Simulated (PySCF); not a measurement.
C5H6BN, SMILES C#CC1=CCB1N.

Geometry optimised at B3LYP-D3(BJ)/def2-SVP. This is a generated structure with no PubChem entry under its InChIKey; it may be hypothetical. One conformer was computed; it need not be the lowest.

Calculation: TDA-PBE/def2-SVPD in PySCF.

Vertical excitations. The molecule is in vacuum. State labels are in the subgroup Cs.

Computed UV-visible absorptions:
```
state  symmetry  energy (eV)  λ (nm)      f                                              main pairs
-----  --------  -----------  ------  -----  ------------------------------------------------------
S1           A"         4.35     285  0.000                                       HOMO−1→LUMO 100 %
S2           A'         5.00     248  0.130                                          HOMO→LUMO 70 %
S3           A"         5.36     231  0.000                                        HOMO−3→LUMO 96 %
S4           A"         5.41     229  0.003                                        HOMO→LUMO+1 96 %
S5           A'         5.58     222  0.050                                        HOMO−2→LUMO 73 %
S6           A'         5.86     212  0.002                                     HOMO−1→LUMO+1 100 %
S7           A"         5.91     210  0.000                                        HOMO→LUMO+3 96 %
S8           A'         5.95     209  0.143  HOMO→LUMO+2 66 %, HOMO−1→LUMO+3 20 %, HOMO−2→LUMO 11 %
S9           A"         6.05     205  0.000                    HOMO−1→LUMO+2 81 %, HOMO−5→LUMO 16 %
S10          A"         6.22     199  0.001                    HOMO−5→LUMO 83 %, HOMO−1→LUMO+2 15 %
T1           A'         3.15     393      0                                          HOMO→LUMO 98 %
T2           A"         4.07     305      0                                        HOMO−1→LUMO 98 %
T3           A'         4.98     249      0                      HOMO−2→LUMO 64 %, HOMO→LUMO+2 23 %
T4           A"         5.16     240      0                                        HOMO−3→LUMO 98 %
```
Triplets are in the Tamm–Dancoff approximation.
